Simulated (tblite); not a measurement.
Compound: C4H10Cl2Si2.
Numbering: `[Cl:1][SiH2:2][CH2:3][SiH2:4][C:5]1([Cl:6])[CH2:7][CH2:8]1` (hydrogens: H9, H10 on Si2; H11, H12 on C3; H13, H14 on Si4; H15, H16 on C7; H17, H18 on C8)

Computed with GFN2-xTB (tblite), gas phase: L-BFGS steps from a force-field or distance-geometry start until the largest atomic force falls under 0.01 eV/Å.

Step 50: E = -714.0292 eV
```
atom  x, y, z in Å  |  force x, y, z in eV/Å
Cl1     3.9551    0.8637   -2.0815   -0.065  -0.025   0.008
Si2     3.0660   -0.3252   -0.7078   -0.012   0.036   0.006
C3      1.5968    0.6230    0.0446   -0.019  -0.013  -0.002
Si4    -0.0136    0.6096   -0.9722    0.021   0.040  -0.047
C5     -1.2844   -0.4691   -0.0679    0.018   0.018  -0.017
Cl6    -0.5883   -2.0272    0.4153    0.006  -0.040   0.022
C7     -2.3334    0.0976    0.8387   -0.016   0.013  -0.019
C8     -2.7243   -0.4966   -0.4769   -0.012   0.000   0.013
H9      2.6503   -1.5519   -1.3805    0.001   0.015   0.012
H10     4.0704   -0.6074    0.3167    0.011  -0.008   0.018
H11     1.3907    0.2012    1.0269   -0.005  -0.028   0.018
H12     1.8962    1.6562    0.2216    0.004  -0.005  -0.039
H13    -0.6067    1.9499   -1.0796    0.017   0.000   0.011
H14     0.1481    0.0410   -2.3141    0.015   0.004   0.007
H15    -2.5940   -0.4447    1.7358    0.031   0.005  -0.014
H16    -2.3664    1.1710    0.9478    0.005   0.011   0.031
H17    -3.0293    0.1579   -1.2797    0.004   0.009   0.014
H18    -3.2421   -1.4429   -0.4635   -0.004  -0.032  -0.024
```

Step 51: E = -714.0299 eV
```
atom  x, y, z in Å  |  force x, y, z in eV/Å
Cl1     3.9463    0.8547   -2.0930   -0.060  -0.017   0.000
Si2     3.0672   -0.3245   -0.7060   -0.030   0.048   0.008
C3      1.5977    0.6246    0.0455   -0.013  -0.013  -0.009
Si4    -0.0139    0.6091   -0.9705    0.030   0.041  -0.046
C5     -1.2846   -0.4708   -0.0680    0.014   0.004  -0.033
Cl6    -0.5923   -2.0326    0.4083    0.007  -0.037   0.024
C7     -2.3335    0.0946    0.8389   -0.013   0.007  -0.017
C8     -2.7236   -0.4942   -0.4803   -0.033   0.027   0.042
H9      2.6529   -1.5582   -1.3639   -0.006  -0.004  -0.002
H10     4.0760   -0.5947    0.3155    0.028  -0.010   0.036
H11     1.3951    0.2050    1.0298   -0.013  -0.020   0.011
H12     1.8982    1.6583    0.2174   -0.003  -0.007  -0.032
H13    -0.6113    1.9485   -1.0749    0.027  -0.010   0.007
H14     0.1498    0.0407   -2.3130    0.012   0.013   0.019
H15    -2.5962   -0.4512    1.7333    0.030   0.006  -0.015
H16    -2.3620    1.1680    0.9544   -0.003  -0.005   0.021
H17    -3.0272    0.1667   -1.2787    0.011  -0.001   0.009
H18    -3.2474   -1.4379   -0.4712    0.016  -0.019  -0.022
```

Step 52: E = -714.0306 eV
```
atom  x, y, z in Å  |  force x, y, z in eV/Å
Cl1     3.9340    0.8435   -2.1073   -0.052  -0.004  -0.014
Si2     3.0680   -0.3228   -0.7037   -0.036   0.032   0.018
C3      1.5983    0.6262    0.0467   -0.004  -0.009  -0.011
Si4    -0.0136    0.6091   -0.9691    0.026   0.024  -0.028
C5     -1.2845   -0.4732   -0.0689    0.002  -0.014  -0.044
Cl6    -0.5969   -2.0400    0.4004    0.002  -0.017   0.020
C7     -2.3335    0.0910    0.8387    0.002   0.000  -0.008
C8     -2.7234   -0.4906   -0.4839   -0.042   0.042   0.055
H9      2.6558   -1.5660   -1.3432   -0.012  -0.016  -0.012
H10     4.0832   -0.5792    0.3145    0.035  -0.007   0.044
H11     1.4002    0.2097    1.0336   -0.023  -0.007  -0.003
H12     1.9004    1.6608    0.2119   -0.011  -0.008  -0.019
H13    -0.6167    1.9463   -1.0689    0.034  -0.009   0.001
H14     0.1523    0.0406   -2.3112    0.011   0.019   0.018
H15    -2.5983   -0.4592    1.7298    0.028   0.005  -0.011
H16    -2.3562    1.1640    0.9624   -0.013  -0.019   0.008
H17    -3.0245    0.1776   -1.2773    0.016  -0.010   0.002
H18    -3.2533   -1.4317   -0.4810    0.037  -0.002  -0.017
```

Step 53: E = -714.0313 eV
```
atom  x, y, z in Å  |  force x, y, z in eV/Å
Cl1     3.9202    0.8330   -2.1211   -0.043   0.008  -0.028
Si2     3.0679   -0.3210   -0.7011   -0.024  -0.005   0.029
C3      1.5986    0.6276    0.0481    0.002  -0.001  -0.006
Si4    -0.0128    0.6094   -0.9681    0.010  -0.003   0.001
C5     -1.2843   -0.4756   -0.0708   -0.012  -0.025  -0.043
Cl6    -0.6010   -2.0473    0.3934   -0.008   0.008   0.010
C7     -2.3330    0.0876    0.8384    0.024  -0.005   0.006
C8     -2.7238   -0.4864   -0.4865   -0.034   0.037   0.044
H9      2.6584   -1.5738   -1.3232   -0.014  -0.016  -0.015
H10     4.0903   -0.5647    0.3138    0.029   0.000   0.039
H11     1.4045    0.2142    1.0374   -0.033   0.007  -0.017
H12     1.9024    1.6627    0.2063   -0.017  -0.005  -0.003
H13    -0.6218    1.9438   -1.0630    0.039   0.001  -0.005
H14     0.1554    0.0411   -2.3094    0.011   0.022   0.007
H15    -2.5996   -0.4665    1.7261    0.026  -0.001  -0.001
H16    -2.3503    1.1600    0.9699   -0.021  -0.021  -0.003
H17    -3.0217    0.1877   -1.2760    0.017  -0.011  -0.006
H18    -3.2580   -1.4256   -0.4905    0.048   0.009  -0.008
```

**Question.** Estimate the geometry and energy of step 54. (The exact step hangs on the optimiser's Hessian estimate; all steps are aligned on step 53, rigid shifts and turns removed.)

**Answer.** E = -714.0319 eV, largest force 0.053 eV/Å
```
atom  x, y, z in Å  |  force x, y, z in eV/Å
Cl1     3.9070    0.8248   -2.1321   -0.037   0.014  -0.034
Si2     3.0673   -0.3199   -0.6984    0.002  -0.041   0.034
C3      1.5986    0.6285    0.0493    0.004   0.006  -0.001
Si4    -0.0118    0.6098   -0.9676   -0.009  -0.027   0.024
C5     -1.2842   -0.4777   -0.0733   -0.020  -0.023  -0.029
Cl6    -0.6040   -2.0527    0.3880   -0.017   0.026  -0.002
C7     -2.3319    0.0850    0.8382    0.039  -0.008   0.018
C8     -2.7247   -0.4823   -0.4879   -0.015   0.019   0.015
H9      2.6606   -1.5805   -1.3072   -0.013  -0.011  -0.014
H10     4.0965   -0.5533    0.3137    0.015   0.007   0.027
H11     1.4069    0.2179    1.0404   -0.040   0.017  -0.025
H12     1.9038    1.6639    0.2016   -0.021   0.002   0.011
H13    -0.6256    1.9417   -1.0586    0.042   0.012  -0.010
H14     0.1584    0.0421   -2.3080    0.012   0.021  -0.008
H15    -2.6000   -0.4724    1.7230    0.026  -0.009   0.013
H16    -2.3458    1.1563    0.9760   -0.024  -0.013  -0.009
H17    -3.0195    0.1956   -1.2749    0.014  -0.004  -0.013
H18    -3.2604   -1.4205   -0.4985    0.044   0.012   0.003
```

The energy changes by -0.0006 eV. The first-order estimate −F·Δx gives -0.0008 eV and the mean of the old and new forces, exact on a quadratic surface, -0.0006 eV. The step makes an angle of 82° with the force vector and moves no atom by more than 0.019 Å.

What follows is the cost of the whole relaxation. Time: 4.0 s of wall time. Hardware: one thread of an Arm Neoverse N1, shared host with 64 logical CPUs at a one-minute load of 63.
